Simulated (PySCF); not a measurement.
CH7Ge2N, CH7GeNSi, GeH5N2Si, GeH6NSi and others (calculated)

Calculation on a computer-drawn molecule: the log of a Hartree-Fock and frozen-core CCSD(T) single point meant for a local Hartree-Fock minimum, with one planted fault or none, to be diagnosed. Offsets are logged minus clean, where the clean run is the same molecule without the fault. The reference is restricted for singlets and unrestricted otherwise, and also for a bond in bohr or an excited solution. Adding or removing an electron swaps singlet and doublet. The excited solution moves the top pair (singlet) or top alpha electron (doublet) to the lowest empty orbital. Highest occupied and lowest empty are orbital energies over both spins, largest force is the largest gradient component, triples share is (T) over the correlation energy, the T1 limit is 0.02 restricted and 0.045 unrestricted, electrons count all cores, a negative frequency is imaginary (commonest isotopes), and the dipole is about the centre of nuclear charge; on germanium a core potential holds 10 electrons, which the energies leave out, and 3d is frozen in MP2 and coupled-cluster steps. Program: PySCF 2.14.0.

Common to all runs: meant multiplicity 1; meant basis and core potential on germanium cc-pVDZ-PP ECP10MDF; logged SCF converged yes; possible faults no fault, one electron removed, one electron added, multiplicity raised by two, geometry at a saddle point, SCF held on an excited solution, minimal basis STO-3G, one bond length entered in bohr, all coordinates scaled.

(1) 
```xyz
11
formula=CH7Ge2N meant_charge=0 meant_basis=cc-pVDZ logged_electrons=85 logged_basis_functions=109 logged_spin_squared=0.7685 logged_highest_occupied=-0.75301 logged_lowest_empty=7.881 logged_largest_force=0.10909 logged_T1_diagnostic=0.018122 logged_D1_diagnostic=0.07378 logged_triples_share=0.029142 logged_CC_converged=yes logged_dipole_magnitude=6.2601 logged_SCF_stable_within_its_kind=yes logged_energy_HF=-683.04985 logged_energy_CCSD(T)=-683.62618 planted_fault=one_electron_added HF_energy_offset_from_clean_run=13.23 CCSD(T)_energy_offset_from_clean_run=11.44
N     -0.5651     1.9969     0.3967
C     -0.1470     0.9253    -0.2103
Ge     1.3914     0.9497    -1.5489
Ge    -1.2546    -0.7142     0.0231
H     -1.4232     2.0490     0.9141
H     -0.0270     2.8445     0.3506
H      2.2589     1.9561    -0.6887
H      1.9846    -0.4078    -1.0106
H     -1.2731    -1.4987    -1.2778
H     -2.6710    -0.2706     0.4222
H     -0.6302    -1.5166     1.1601
```

Units: logged_highest_occupied, logged_lowest_empty in eV; logged_largest_force in hartree/bohr; logged_dipole_magnitude in debye; logged_energy_HF, logged_energy_CCSD(T) in hartree; HF_energy_offset_from_clean_run, CCSD(T)_energy_offset_from_clean_run in kcal/mol.

Drawn bonds:
| atom | other atom | order |
| --- | --- | --- |
| 1 | 2 | 1 |
| 2 | 3 | 2 |
| 2 | 4 | 1 |
| 1 | 5 | 1 |
| 1 | 6 | 1 |
| 3 | 7 | 1 |
| 3 | 8 | 1 |
| 4 | 9 | 1 |
| 4 | 10 | 1 |
| 4 | 11 | 1 |

(2) 
```xyz
11
formula=CH7Ge2N meant_charge=0 meant_basis=cc-pVDZ logged_electrons=84 logged_basis_functions=109 logged_spin_squared=0 logged_highest_occupied=-4.0871 logged_lowest_empty=-2.4634 logged_largest_force=0.15384 logged_CC_converged=no logged_dipole_magnitude=2.3482 logged_SCF_stable_within_its_kind=no logged_energy_HF=-682.75216 planted_fault=SCF_held_on_an_excited_solution HF_energy_offset_from_clean_run=200
N     -0.5651     1.9969     0.3967
C     -0.1470     0.9253    -0.2103
Ge     1.3914     0.9497    -1.5489
Ge    -1.2546    -0.7142     0.0231
H     -1.4232     2.0490     0.9141
H     -0.0270     2.8445     0.3506
H      2.2589     1.9561    -0.6887
H      1.9846    -0.4078    -1.0106
H     -1.2731    -1.4987    -1.2778
H     -2.6710    -0.2706     0.4222
H     -0.6302    -1.5166     1.1601
```

Units: logged_highest_occupied, logged_lowest_empty in eV; logged_largest_force in hartree/bohr; logged_dipole_magnitude in debye; logged_energy_HF in hartree; HF_energy_offset_from_clean_run in kcal/mol.

Drawn bonds:
| atom | other atom | order |
| --- | --- | --- |
| 1 | 2 | 1 |
| 2 | 3 | 2 |
| 2 | 4 | 1 |
| 1 | 5 | 1 |
| 1 | 6 | 1 |
| 3 | 7 | 1 |
| 3 | 8 | 1 |
| 4 | 9 | 1 |
| 4 | 10 | 1 |
| 4 | 11 | 1 |

Notes: CCSD not converged.

(3) 
```xyz
11
formula=CH7GeNSi meant_charge=0 meant_basis=cc-pV(D+d)Z logged_electrons=66 logged_basis_functions=109 logged_spin_squared=0 logged_highest_occupied=-7.1792 logged_lowest_empty=1.8956 logged_largest_force=1.442e-05 logged_lowest_frequency=91.147 logged_T1_diagnostic=0.024881 logged_D1_diagnostic=0.10807 logged_triples_share=0.033621 logged_CC_converged=yes logged_dipole_magnitude=5.9906 logged_SCF_stable_within_its_kind=yes logged_energy_HF=-678.63909 logged_energy_CCSD(T)=-679.21717 planted_fault=no_fault HF_energy_offset_from_clean_run=0 CCSD(T)_energy_offset_from_clean_run=0
N     -0.9862    -2.4496     0.0308
C     -0.0523    -1.7045    -0.4867
Si    -0.3195     0.1903    -0.4606
Ge     1.5194    -2.4805    -1.5174
H     -1.8588    -2.0921     0.3739
H     -0.8674    -3.4454     0.0880
H     -1.7788     0.4616    -0.4161
H      0.2881     0.7913    -1.6571
H      0.3065     0.6912     0.7793
H      2.5402    -1.4434    -0.9139
H      1.7424    -3.6789    -0.5112
```

Units: logged_highest_occupied, logged_lowest_empty in eV; logged_largest_force in hartree/bohr; logged_lowest_frequency in cm⁻¹; logged_dipole_magnitude in debye; logged_energy_HF, logged_energy_CCSD(T) in hartree; HF_energy_offset_from_clean_run, CCSD(T)_energy_offset_from_clean_run in kcal/mol.

Drawn bonds:
| atom | other atom | order |
| --- | --- | --- |
| 1 | 2 | 1 |
| 2 | 3 | 1 |
| 2 | 4 | 2 |
| 1 | 5 | 1 |
| 1 | 6 | 1 |
| 3 | 7 | 1 |
| 3 | 8 | 1 |
| 3 | 9 | 1 |
| 4 | 10 | 1 |
| 4 | 11 | 1 |

Notes: T1 above single-reference limit.

(4) 
```xyz
9
formula=GeH5N2Si meant_charge=1 meant_basis=cc-pV(D+d)Z logged_electrons=64 logged_basis_functions=99 logged_spin_squared=0 logged_highest_occupied=-15.487 logged_lowest_empty=-3.6679 logged_largest_force=3.875e-05 logged_lowest_frequency=96.343 logged_T1_diagnostic=0.018524 logged_D1_diagnostic=0.060657 logged_triples_share=0.030729 logged_CC_converged=yes logged_dipole_magnitude=1.3934 logged_SCF_stable_within_its_kind=yes logged_energy_HF=-693.91747 logged_energy_CCSD(T)=-694.47074 planted_fault=no_fault HF_energy_offset_from_clean_run=0 CCSD(T)_energy_offset_from_clean_run=0
N     -1.9064     1.8263     0.0720
Si    -0.9618     0.4864    -0.0656
N     -0.1655    -0.1763     1.1407
Ge     0.7196    -0.9693     2.3345
H     -2.0564     2.3335     0.9251
H     -2.3976     2.2231    -0.7091
H     -0.9186    -0.0502    -1.4183
H      0.0847    -2.0765     3.1427
H      2.1492    -0.5683     2.6133
```

Units: logged_highest_occupied, logged_lowest_empty in eV; logged_largest_force in hartree/bohr; logged_lowest_frequency in cm⁻¹; logged_dipole_magnitude in debye; logged_energy_HF, logged_energy_CCSD(T) in hartree; HF_energy_offset_from_clean_run, CCSD(T)_energy_offset_from_clean_run in kcal/mol.

Drawn bonds:
| atom | other atom | order |
| --- | --- | --- |
| 1 | 2 | 1 |
| 2 | 3 | 1 |
| 3 | 4 | 2 |
| 1 | 5 | 1 |
| 1 | 6 | 1 |
| 2 | 7 | 1 |
| 4 | 8 | 1 |
| 4 | 9 | 1 |

(5) 
```xyz
9
formula=GeH6NSi meant_charge=1 meant_basis=cc-pV(D+d)Z logged_electrons=59 logged_basis_functions=90 logged_spin_squared=0.7692 logged_highest_occupied=-6.9007 logged_lowest_empty=2.1332 logged_largest_force=0.040857 logged_T1_diagnostic=0.011954 logged_D1_diagnostic=0.034323 logged_triples_share=0.024312 logged_CC_converged=yes logged_dipole_magnitude=3.6002 logged_SCF_stable_within_its_kind=yes logged_energy_HF=-640.2381 logged_energy_CCSD(T)=-640.65355 planted_fault=one_electron_added HF_energy_offset_from_clean_run=-141 CCSD(T)_energy_offset_from_clean_run=-149.4
N      0.8586     0.4391    -1.8014
Si    -0.3594     0.5988    -0.6640
Ge    -0.8172    -1.6115     0.4581
H      1.8293     0.5963    -1.6038
H      0.6936     0.2371    -2.7699
H     -1.6869     0.8592    -1.2306
H      0.0111     1.3929     0.5122
H     -1.8605    -1.8501     1.5479
H     -0.0972    -2.9239     0.1572
```

Units: logged_highest_occupied, logged_lowest_empty in eV; logged_largest_force in hartree/bohr; logged_dipole_magnitude in debye; logged_energy_HF, logged_energy_CCSD(T) in hartree; HF_energy_offset_from_clean_run, CCSD(T)_energy_offset_from_clean_run in kcal/mol.

Drawn bonds:
| atom | other atom | order |
| --- | --- | --- |
| 1 | 2 | 1 |
| 2 | 3 | 1 |
| 1 | 4 | 1 |
| 1 | 5 | 1 |
| 2 | 6 | 1 |
| 2 | 7 | 1 |
| 3 | 8 | 1 |
| 3 | 9 | 1 |

(6) 
```xyz
12
formula=GeH8N2Si meant_charge=0 meant_basis=cc-pV(D+d)Z logged_electrons=68 logged_basis_functions=114 logged_spin_squared=0 logged_highest_occupied=-2.6636 logged_lowest_empty=-3.8814 logged_largest_force=0.061638 logged_CC_converged=no logged_dipole_magnitude=2.6038 logged_SCF_stable_within_its_kind=no logged_energy_HF=-695.38022
N      0.5171    -2.3795     0.6131
Si     0.6278    -0.7485     1.1820
Ge    -1.2734     0.6413     0.6661
N     -1.0222     2.3219     1.4102
H     -0.1878    -2.9783     1.0030
H      0.5873    -2.5441    -0.3746
H      0.7807    -0.7869     2.6566
H      1.8326    -0.1393     0.5748
H     -1.4219     0.8683    -0.8474
H     -2.5861    -0.0282     1.1409
H     -0.9055     2.3055     2.4096
H     -1.7659     2.9692     1.2076
```

Units: logged_highest_occupied, logged_lowest_empty in eV; logged_largest_force in hartree/bohr; logged_dipole_magnitude in debye; logged_energy_HF in hartree.

Drawn bonds:
| atom | other atom | order |
| --- | --- | --- |
| 1 | 2 | 1 |
| 2 | 3 | 1 |
| 3 | 4 | 1 |
| 1 | 5 | 1 |
| 1 | 6 | 1 |
| 2 | 7 | 1 |
| 2 | 8 | 1 |
| 3 | 9 | 1 |
| 3 | 10 | 1 |
| 4 | 11 | 1 |
| 4 | 12 | 1 |

Notes: CCSD not converged.

## Withheld values
1. Which fault was planted in the run of GeH8N2Si (entry 6)?

Answers
1. SCF held on an excited solution

Further results for GeH8N2Si (entry 6):

```
HF energy offset from clean run : 328.1 kcal/mol
```
